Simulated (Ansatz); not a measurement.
Reaction (silylene loss): `FC(F)O[SiH3]` → `OC(F)F` + `[SiH2]`

Computed with Ansatz on PBE0-D4/def2-TZVP structures; ΔE is electronic, products minus reactants. CBS: MP2 limit from def2 TZ/QZ plus the TZ coupled-cluster correction, frozen cores. This one scheme is used for every species. DFT in def2-TZVPP. B3LYP here is the variant with VWN-RPA as its local correlation; programs differ in this. HSE06 is defined as in plane-wave codes. Each species was taken in one conformer, which may not be the lowest.

| level | ΔE (kJ/mol) | difference from CCSD(T)/CBS |
| --- | --- | --- |
| r2SCANh-D4 | 334.2 | 18.4 |
| r2SCAN0-D4 | 335.3 | 19.5 |
| HSE06-D4 | 316.5 | 0.7 |
| BHLYP-D4 | 326.5 | 10.7 |
| ωB97M-V | 310.5 | -5.3 |
| B3LYP | 301.1 | -14.7 |
| RPA@PBE/def2-TZVPP | 292.4 | -23.4 |
| MP2/def2-SVP | 314.8 | -1.0 |
| SCS-MP2/def2-TZVPP | 321.6 | 5.8 |
| SCS-MP2/def2-QZVPP | 326.6 | 10.8 |
| CCSD(T)/CBS | 315.8 | 0 |

Largest T1 diagnostic among the species: 0.014.

From BLYP to BHLYP (50 % exact exchange), in def2-TZVPP and without D4, ΔE moves by +32.0 kJ/mol. Leaving LDA and LC-ωPBE aside and taking each functional with its dispersion term where it has one, the values, not all of them listed here, spread over 35.0 kJ/mol, from BLYP-D4 to r2SCAN0-D4. LDA lies +33.6 kJ/mol from PBE without D4. At CCSD(T), def2-SVP lies −23.0 kJ/mol from the extrapolated value and def2-TZVPP −7.3 kJ/mol.
